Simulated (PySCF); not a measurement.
A structure optimised at PBE-D3(BJ)/def2-TZVP, used in a PySCF frequency run:

```xyz
5

N     -0.0940    -1.0849     0.0000
C      0.4088     0.1584     0.0000
O     -0.1524     1.2221     0.0000
H     -1.1040    -1.2523     0.0000
H      0.5290    -1.8810     0.0000
```
Charge 0, spin multiplicity 2.

Task: Write its SMILES, formula and point group.

Result: N[C]=O, CH2NO, Cs

Task: What are its rotational constants (standard atomic weights)?

Result: 126.31, 11.079, 10.186 GHz
